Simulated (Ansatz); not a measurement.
C$_{2}$H$_{7}$NOSi (`OC1C[SiH2]N1`), relaxed with RKS PBE0-D4/def2-TZVP in the Gaussian-basis code of Ansatz from a PBE-D4/def2-SVP geometry. The force threshold is 0.005 eV/Å; the program also tests the step.

The species carries charge 0 and has multiplicity 1.

Start:

```xyz
12

O    -1.010    1.481   -0.850
C    -0.585    0.142   -0.648
C     0.973    0.109   -0.610
Si    0.820   -0.554    1.167
N    -0.850   -0.404    0.681
H    -1.980    1.470   -0.942
H    -1.016   -0.506   -1.455
H     1.423   -0.575   -1.355
H     1.388    1.125   -0.745
H     1.300    0.291    2.324
H     1.326   -1.955    1.420
H    -1.789   -0.624    1.014
```

```tsv
step	energy (eV)	largest force (eV/Å)	largest move (Å)
1	-13595.5737	0.695	0.000
2	-13595.6265	0.358	0.027
3	-13595.6346	0.049	0.016
4	-13595.6350	0.024	0.005
5	-13595.6357	0.120	0.033
6	-13595.6366	0.055	0.027
7	-13595.6370	0.057	0.016
8	-13595.6373	0.043	0.015
9	-13595.6378	0.043	0.035
10	-13595.6378	0.027	0.024
11	-13595.6380	0.016	0.008
12	-13595.6381	0.010	0.004
13	-13595.6381	0.006	0.005
14	-13595.6381	0.005	0.007
15	-13595.6381	0.003	0.003
```

End:

```xyz
12

O    -1.025    1.427   -0.968
C    -0.571    0.136   -0.638
C     0.974    0.132   -0.596
Si    0.807   -0.549    1.147
N    -0.840   -0.269    0.732
H    -1.986    1.431   -0.937
H    -0.973   -0.585   -1.365
H     1.435   -0.503   -1.351
H     1.362    1.146   -0.687
H     1.347    0.215    2.306
H     1.215   -1.970    1.345
H    -1.743   -0.610    1.012
```

Run time 60 s (4 threads of an Arm Neoverse V1 on a shared host); peak host memory 0.52 GiB.
